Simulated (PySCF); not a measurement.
**A small calculation by hand: refractive index and permittivity of the vapour**

Te(Me)(SH) (CH₄STe), SMILES C[Te]S.

The structure is a stationary point at B3LYP-D3(BJ)/def2-SVP. The def2 effective core potentials stand for the cores of Te; spin–orbit coupling is left out. Other conformers were not sampled.

B3LYP/def2-TZVPD run with PySCF gives a mean static polarisability of 81.3 bohr³ and a dipole moment of 1.70 D. Take an ideal gas at 298.15 K and 1 bar, whether or not the substance is that volatile.

**Question.** Work out n − 1 in the optical limit and the static ε − 1.

**Answer.** 
Polarisability volume α' = 81.3 × 0.148185 = 12.05 Å³. Number density N = p/kT = 2.43e-5 Å⁻³.
Dilute limit of Lorentz–Lorenz: n − 1 = 2π N α' = 0.0018.
Orientation term of Debye: μ²/(3kT) = 8.098 Å³ × μ²(D²) = 23.40 Å³.
ε − 1 = 4π N (α' + μ²/3kT) = 0.011. Orientation of the dipole supplies 66 % of the static response; it can't follow optical fields. Vibrational polarisation and dispersion are left out.
